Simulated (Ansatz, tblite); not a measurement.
Cost and result up the ladder for the cluster As2S2 (the lowest singlet isomer of a short search) (4 atoms). Charge 0, multiplicity 1. Geometry: r2SCAN-D4/def2-SVP.

Cartesian coordinates in Å:
```
As 0.551 -0.817 -0.855
As 0.598 0.683 0.937
S -0.791 -1.156 0.988
S -0.358 1.290 -1.070
```

Ansatz on 4 threads of Arm Neoverse N1 on a shared host; xTB runs through tblite on one thread. Times are rough, summed over both states, and most runs start from the orbitals of an earlier one. PBE0-D4/def2-TZVP serves as the yardstick here, not as an exact answer. The other state is a doublet.

The xTB rows come from tblite. HOMO above LUMO, or a gap near zero within one spin, warns that the state may not be the lowest or that an electron is smeared out. The structure comes from a short search, and lower isomers may exist.

Raw xTB energies of ions are shifted by several eV.

| level | functions | wall time | vertical IE (eV) | difference from PBE0-D4/def2-TZVP (eV) | remarks |
| --- | --- | --- | --- | --- | --- |
| GFN2-xTB | 36 | 0.013 s | 13.03 | 4.30 | – |
| GFN1-xTB | 36 | 0.015 s | 14.94 | 6.21 | – |
| PBE-D4/def2-TZVP (with forces) | 170 | 8 s | 8.53 | -0.20 | gap within one spin near zero (+1 doublet) |
| r2SCAN-D4/def2-TZVP | 170 | 23 s | 8.67 | -0.06 | – |
| PBE0-D4/def2-TZVP | 170 | 25 s | 8.73 | 0.00 | – |
